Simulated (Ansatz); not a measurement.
`CS[Si]Cl` + `O=CCO` → `COCC=O` + `S[Si]Cl`  (substitution at a C–S bond)

Gas-phase electronic energies from Ansatz, PBE0-D4/def2-TZVP geometries. CCSD(T)/CBS is the MP2 limit (def2-TZVPP, def2-QZVPP) plus CCSD(T) − MP2 in def2-TZVPP, frozen cores. This one scheme is used for every species. DFT in def2-TZVPP. B3LYP here is the variant with VWN-RPA as its local correlation; programs differ in this. HSE06 is defined as in plane-wave codes. Each species was taken in one conformer, which may not be the lowest.

```csv
level,ΔE (kJ/mol),difference from CCSD(T)/CBS
PBE-D4,50.0,7.5
BLYP-D4,43.3,0.8
r2SCAN-D4,45.6,3.1
B97M-V,41.2,-1.3
PBE0-D4,46.7,4.2
B3LYP-D4,41.1,-1.4
r2SCANh-D4,45.0,2.5
r2SCAN0-D4,44.3,1.8
HSE06-D4,46.9,4.4
BHLYP-D4,37.1,-5.4
CAM-B3LYP-D4,36.5,-6.0
ωB97X-V,36.4,-6.1
ωB97M-V,39.3,-3.2
B2PLYP,39.5,-3.0
PBE-QIDH,44.4,1.9
PBE,48.0,5.5
revPBE,45.4,2.9
BLYP,38.9,-3.6
r2SCAN,45.2,2.7
PBE0,45.0,2.5
B3LYP,37.5,-5.0
r2SCANh,44.6,2.1
r2SCAN0,43.8,1.3
HSE06,45.2,2.7
BHLYP,33.7,-8.8
CAM-B3LYP,34.6,-7.9
LC-ωPBE,39.6,-2.9
RPA@PBE/def2-TZVPP,28.3,-14.2
HF/def2-SVP,14.7,-27.8
MP2/def2-SVP,31.7,-10.8
CCSD/def2-SVP,22.1,-20.4
HF/def2-TZVPP,22.3,-20.2
MP2/def2-TZVPP,44.4,1.9
SCS-MP2/def2-TZVPP,36.8,-5.7
CCSD/def2-TZVPP,33.9,-8.6
CCSD(T)/def2-TZVPP,37.7,-4.8
HF/def2-QZVPP,22.0,-20.5
SCS-MP2/def2-QZVPP,39.6,-2.9
HF/CBS(def2),21.9,-20.6
MP2/CBS(def2),49.2,6.7
CCSD(T)/CBS,42.5,0
```

Largest T1 diagnostic among the species: 0.014.

From PBE to PBE0 (25 % exact exchange), in def2-TZVPP and without D4, ΔE moves by −3.0 kJ/mol. The D4 term adds +3.5 kJ/mol with B3LYP and +1.8 kJ/mol with PBE0; it sums over pairs of atoms, weighted by their polarisabilities, and B3LYP, whose exchange is more repulsive, gets the larger term. In def2-TZVPP, CCSD(T) changes the Hartree–Fock value by +15.3 kJ/mol (the triples alone add +3.7 kJ/mol) and MP2 by +22.1 kJ/mol.
